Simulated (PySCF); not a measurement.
**P(2+) (phosphorus, charge +2) across methods**

[Ne] 3s1 3p2, high-spin 4P determinant (an excited configuration). Calculation: PySCF 2.14, in dyall-acv3z (19s12p6d4f, 113 functions); scalar relativity by spin-free X2C-1e.

```tsv
method	E (hartree)	mean ε 2p β (eV)	mean ε 3s α (eV)	mean ε 3p α (eV)	Σ⟨r²⟩ (bohr²)	⟨S²⟩
PBE	-340.5731	-148.48	-35.918	-26.122	14.42	3.750
M06-2X	-340.7171	-160.26	-39.467	-28.606	14.41	3.750
r2SCAN	-340.7198	-150.81	-36.629	-26.531	14.40	3.750
PBE0	-340.6054	-154.42	-38.003	-27.601	14.42	3.750
LDA	-339.4400	-148.53	-35.873	-26.039	14.46	3.750
UHF	-340.26671	-170.95	-43.711	-31.546	14.54	3.750
MN15	-340.8474	-154.33	-37.978	-27.929	14.31	3.750
```

Question: Estimate the same row for BP86.

Answer: E (hartree) = -340.7602; mean ε 2p β (eV) = -148.68; mean ε 3s α (eV) = -35.978; mean ε 3p α (eV) = -26.163; Σ⟨r²⟩ (bohr²) = 14.40; ⟨S²⟩ = 3.750.
